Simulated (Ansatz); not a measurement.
Relaxation of H₅NSSn (8 atoms, charge 0, multiplicity 1), to a largest force component of 0.015 eV/Å in at most 40 steps.

Computed with RKS PBE-D4/def2-SVP in Ansatz.

```xyz
8
Properties=species:S:1:pos:R:3
N -1.120 0.377 -0.677
Sn 0.581 0.379 0.422
S 1.171 -1.930 0.501
H -1.530 1.289 -0.826
H -1.038 -0.059 -1.587
H 0.109 0.995 1.918
H 1.912 1.279 -0.152
H 2.465 -1.672 0.604
```

Q: Where does it end, and by what steps?

A: The run converged. The force dipped under the threshold on the way, but the program's further checks kept it going. After 12 steps the energy has fallen by 0.107 eV; H8 moved furthest, 0.23 Å.

```json
{"step": "0", "energy less start (eV)": "0.0000", "largest force component (eV/Å)": "1.068", "accepted": "yes"}
{"step": "1", "energy less start (eV)": "-0.0906", "largest force component (eV/Å)": "0.256", "accepted": "yes"}
{"step": "2", "energy less start (eV)": "-0.1023", "largest force component (eV/Å)": "0.132", "accepted": "yes"}
{"step": "3", "energy less start (eV)": "-0.1032", "largest force component (eV/Å)": "0.098", "accepted": "yes"}
{"step": "4", "energy less start (eV)": "-0.1057", "largest force component (eV/Å)": "0.032", "accepted": "yes"}
{"step": "5", "energy less start (eV)": "-0.1067", "largest force component (eV/Å)": "0.037", "accepted": "yes"}
{"step": "6", "energy less start (eV)": "-0.1070", "largest force component (eV/Å)": "0.016", "accepted": "yes"}
{"step": "7", "energy less start (eV)": "-0.1070", "largest force component (eV/Å)": "0.046", "accepted": "yes"}
{"step": "8", "energy less start (eV)": "-0.1071", "largest force component (eV/Å)": "0.016", "accepted": "yes"}
{"step": "9", "energy less start (eV)": "-0.1071", "largest force component (eV/Å)": "0.003", "accepted": "yes"}
{"step": "10", "energy less start (eV)": "-0.1072", "largest force component (eV/Å)": "0.007", "accepted": "yes"}
{"step": "11", "energy less start (eV)": "-0.1071", "largest force component (eV/Å)": "0.021", "accepted": "no"}
{"step": "12", "energy less start (eV)": "-0.1072", "largest force component (eV/Å)": "0.003", "accepted": "yes"}
```

```xyz
8
Properties=species:S:1:pos:R:3
N -1.145 0.336 -0.703
Sn 0.552 0.397 0.472
S 1.184 -1.955 0.699
H -1.576 1.267 -0.794
H -0.926 0.016 -1.657
H 0.032 1.070 1.976
H 1.947 1.218 -0.171
H 2.482 -1.690 0.379
```

The run took 34 s on 1 thread of Arm Neoverse V1, on a shared host, peak memory 0.12 GiB.
